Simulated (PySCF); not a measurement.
Computed shifts of a molecule C2H11NSi3, PySCF with PBE0/pcSseg-1, GIAO, gas phase, atoms alike by connectivity averaged where their shifts nearly agree, in ppm (number of nuclei): ²⁹Si: -11.2 (1), -49.8 (1), -66.1 (1). ¹³C: 47.0 (1), 40.2 (1). ¹⁵N: 27.1 (1). ¹H: 5.53 (2), 4.98 (3), 4.46 (3), 3.88 (1), 3.81 (1), 3.75 (1). References: ²⁹Si against TMS (σ = 352.7 ppm); ¹³C against TMS (σ = 186.3 ppm); ¹⁵N against NH3 (σ = 267.4 ppm); ¹H against TMS (σ = 31.56 ppm), references at their B3LYP-D3(BJ)/def2-TZVP geometries, non-relativistic. Geometry: PBE-D3(BJ)/def2-SVP. The values are those of a single conformer.

Problem. Identify the compound among the candidates.
A) C[Si@H]1C[SiH2]N[SiH2]1
B) [SiH3][C@@H]1[SiH2]CN1[SiH3]
C) [SiH3]N1C[SiH2]C[SiH2]1
D) C[Si@@]1([SiH3])C[SiH2]N1

Solution. B, [SiH3][C@@H]1[SiH2]CN1[SiH3]
